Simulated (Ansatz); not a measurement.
Input and output for C2H4BF, SMILES `FB1CC1`.

```yaml
crystal:
  periodic: [false, false, false]
  atoms:
    - {symbol: F, position_ang: [-2.203012, 0.490741, 0.315766]}
    - {symbol: B, position_ang: [-0.937673, 0.206290, 0.131257]}
    - {symbol: C, position_ang: [0.493240, 0.686321, 0.075813]}
    - {symbol: C, position_ang: [0.115236, -0.832251, -0.175071]}
    - {symbol: H, position_ang: [0.869326, 1.236740, -0.782178]}
    - {symbol: H, position_ang: [1.050457, 0.899797, 0.983833]}
    - {symbol: H, position_ang: [0.261481, -1.203929, -1.185535]}
    - {symbol: H, position_ang: [0.443044, -1.541011, 0.580414]}
basis:
  gaussian: {orbitals: def2-mTZVP, fitting: {mean_field: cc-pVTZ-jkfit}}
magnetization: {spin_polarized: true, initial_magnetization: 0}
hamiltonian: {xc: {name: B3LYP}, dispersion: d3bjatm}
accuracy: high
```

```sh
$ ansatz run in.yaml --threads 2 --pin off --events-out ev --progress --plain --max-ram 4352MiB
```

Output, abridged:

```
Functional definition: B3LYP
  name "B3LYP"
  cite "Stephens, Devlin, Chabalowski & Frisch, J. Phys. Chem. 98, 11623 (1994) doi:10.1021/j100096a001"
  cite "Becke, Phys. Rev. A 38, 3098 (1988) doi:10.1103/PhysRevA.38.3098"
  cite "Lee, Yang & Parr, Phys. Rev. B 37, 785 (1988) doi:10.1103/PhysRevB.37.785"
  cite "Vosko, Wilk & Nusair, Can. J. Phys. 58, 1200 (1980) doi:10.1139/p80-159"
  parameter a0 = 0.2
  parameter ax = 0.72
  parameter ac = 0.81
  exchange = (1 - a0 - ax)*slater_x + ax*b88_x + a0*exact_x
  correlation = (1 - ac)*vwn_rpa_c + ac*lyp_c
436 factors; integrals over basis functions are off by at most 2.9e-1 eV
mean field evaluation 1: about -5525.2338 eV, gradient 4.6e1 eV
mean field evaluation 2: about -5518.6046 eV, gradient 5.7e1 eV
mean field evaluation 4: about -5534.5195 eV, gradient 4.0e0 eV
mean field evaluation 8: about -5534.5620 eV, gradient 2.4e-2 eV
mean field evaluation 16: about -5534.5620 eV, gradient 1.3e-7 eV
mean field -5534.56196606 eV, -203.3914007918 hartree, gradient 3.0e-8 eV, S^2 0.000000; 0 other end points of the search recorded, 0 dependent functions left out
reference -5534.56200541 eV, -203.3914022380 hartree; 15, 15 occupied and 73, 73 virtual orbitals, 436 factors
Total energy: -5534.75480863 eV, -203.3984876258 hartree
```

Hardware: 2 threads of an Arm Neoverse V1 on a shared host. Wall time 3.1 s, peak host memory 0.34 GiB.
